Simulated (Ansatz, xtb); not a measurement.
# Relative energy of two isomers of C4H5FO4

Structure a: `CC(=O)O[C@H](F)OC=O`, a singlet. Structure b: `C[C@H](F)OC(=O)OC=O`, a singlet. Both are isolated molecules in the gas phase, relaxed with B3LYP-D3(BJ)/def2-SVP; the shapes shown needn't be the lowest conformers.

a (Å):

```xyz
14

C     0.1358    0.1940    1.8505
C     0.1800   -1.0057    0.9493
C     1.1810   -1.8373   -1.0014
C    -0.4327   -2.9602   -2.3072
F     2.2974   -1.5893   -1.7049
O    -0.4438   -2.0245    1.0718
O     1.0518   -0.7974   -0.0861
O     0.0756   -1.7817   -1.8619
O     0.0266   -4.0412   -2.0923
H     1.1459    0.4195    2.2246
H    -0.2023    1.0712    1.2777
H    -0.5470    0.0006    2.6856
H     1.2440   -2.8206   -0.5173
H    -1.3418   -2.7456   -2.9041
```

b (Å):

| atom | x (Å) | y (Å) | z (Å) |
| --- | --- | --- | --- |
| C | 0.8950 | -2.3502 | 2.0842 |
| C | 0.5667 | -1.1641 | 1.2178 |
| C | 0.0518 | -0.8332 | -1.0525 |
| C | -0.3688 | -1.2831 | -3.3613 |
| F | -0.3653 | -0.3706 | 1.8290 |
| O | -0.0034 | -1.6480 | 0.0101 |
| O | 0.6125 | 0.2139 | -1.1339 |
| O | -0.7060 | -1.4201 | -2.0337 |
| O | 0.6875 | -0.9389 | -3.7797 |
| H | 1.2912 | -2.0024 | 3.0484 |
| H | -0.0149 | -2.9420 | 2.2603 |
| H | 1.6476 | -2.9838 | 1.5936 |
| H | 1.4343 | -0.5319 | 0.9757 |
| H | -1.2482 | -1.5938 | -3.9603 |

Quicker runs give these differences E(b) − E(a): GFN2-xTB −3.6 kcal/mol; HF/STO-3G −0.3 kcal/mol (at GFN2-xTB geometries); r2SCAN-D4/def2-SVP +2.2 kcal/mol (at GFN2-xTB geometries).

Estimate E(b) − E(a) at the level CCSD(T)/def2-SVP + ΔMP2/def2-TZVPP.

Calculated at CCSD(T)/def2-SVP + ΔMP2/def2-TZVPP: E(b) − E(a) = +2.8 kcal/mol, so structure a lies lower.

Level by level:

```csv
level,geometry,E(b) − E(a) (kcal/mol),departure from the last row (kcal/mol),"job, with rough time for the two"
GFN2-xTB,GFN2-xTB,−3.6,−6.4,"optimisation, 0.31 s"
HF/STO-3G,GFN2-xTB,−0.3,−3.0,"single point, 0.5 s"
r2SCAN-D4/def2-SVP,GFN2-xTB,+2.2,−0.6,"single point, 4.5 s"
B3LYP-D3(BJ)/def2-SVP,B3LYP-D3(BJ)/def2-SVP,+2.2,−0.6,"optimisation, 84 s"
HF/def2-SVP,B3LYP-D3(BJ)/def2-SVP,+2.8,0.0,part of the CCSD(T) run
MP2/def2-SVP,B3LYP-D3(BJ)/def2-SVP,+1.6,−1.2,part of the CCSD(T) run
CCSD(T)/def2-SVP,B3LYP-D3(BJ)/def2-SVP,+2.2,−0.6,single point
CCSD(T)/def2-SVP + ΔMP2/def2-TZVPP,B3LYP-D3(BJ)/def2-SVP,+2.8,,"single point, 2.6 min"
```

As drawn, both hold the same kinds of bond in the same numbers.

GFN2-xTB puts the two in the other order. HF/STO-3G finds them nearly level. The largest departure from CCSD(T)/def2-SVP + ΔMP2/def2-TZVPP is that of GFN2-xTB, 6.4 kcal/mol. The last row adds to CCSD(T) the change of the MP2 difference between the two basis sets, here +0.6 kcal/mol.

With thermal terms from frequencies at re-optimised GFN2-xTB minima (ideal gas, soft modes damped towards free rotors, one conformer each, 298.15 K, 1 atm): on the last row, ΔE + ΔZPE = +3.0, ΔH = +3.0, ΔG = +3.2 kcal/mol.

The correlated steps freeze 9 core orbitals. Run with Ansatz 0.2.0, xtb 6.7.1; the last row on 4 threads of Arm Neoverse V1 on a shared host.
